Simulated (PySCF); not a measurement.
Compound: C4H7BF2S.
SMILES: `CC(=S)CCB(F)F`

All values: wB97X-D/def2-SVPD (PySCF, non-relativistic), on one gas-phase PBE0-D3(BJ)/def2-SVP geometry that isn't relaxed in the solvent. The solvent is an IEF-PCM continuum (Bondi radii, 1.10 Å for H, scaled by 1.2), and excitations are vertical TDDFT with non-equilibrium linear response and a frozen core. The model holds no explicit solvent molecules, cavitation or dispersion.

Gas-phase singlets (H = HOMO, L = LUMO):

| state | E (eV) | λ (nm) | f | leading configuration |
| --- | --- | --- | --- | --- |
| S1 | 3.278 | 378 | 0.000 | H→L 98% |
| S2 | 5.580 | 222 | 0.056 | H-2→L 52% |
| S3 | 5.826 | 213 | 0.163 | H-1→L 54% |
| S4 | 6.566 | 189 | 0.005 | H-3→L 58% |
| S5 | 6.728 | 184 | 0.010 | H-4→L 60% |

Problem. What are the lowest 5 singlets in cyclohexane (ε = 2.017)?

Solution. 
| state | E (eV) | λ (nm) | f | leading configuration | change by rank (eV) |
| --- | --- | --- | --- | --- | --- |
| S1 | 3.357 | 369 | 0.001 | H→L 98% | +0.079 |
| S2 | 5.569 | 223 | 0.181 | H-1→L 73% | -0.011 |
| S3 | 5.789 | 214 | 0.110 | H-2→L 67% | -0.037 |
| S4 | 6.545 | 189 | 0.007 | H-3→L 62% | -0.021 |
| S5 | 6.723 | 184 | 0.014 | H-4→L 59% | -0.005 |

Problem. The ground-state energy changes by -0.132 eV from gas to cyclohexane. By how much does the total energy of gas-phase S1 change?

Solution. E(S1) = E(S0) + excitation energy, so it changes by -0.132 + 0.079 = -0.053 eV: it is lowered less than the ground state, which is what a blue shift means. This is the vertical state, with the slow part of the continuum still set for S0.

Problem. How do the frontier levels move from gas to cyclohexane?

Solution. 
```csv
orbital,gas (eV),solvent (eV),change (eV)
LUMO+2,2.47,2.42,-0.05
LUMO+1,1.73,1.93,+0.20
LUMO,-0.90,-0.76,+0.14
HOMO,-9.35,-9.29,+0.06
HOMO-1,-10.68,-10.56,+0.12
HOMO-2,-11.17,-11.13,+0.04
HOMO-3,-12.10,-11.98,+0.12
```

The HOMO–LUMO gap goes from 8.45 to 8.54 eV.

The values belong to the conformer `[CH3:1][C:2](=[S:3])[CH2:4][CH2:5][B:6]([F:7])[F:8]`: C1–C2–C4–C5 162°, C2–C4–C5–B6 41°, C4–C5–B6–F7 66°.

The pairwise dispersion term of wB97X-D wasn't added to the energies; at a given geometry it leaves orbitals and properties as they are.
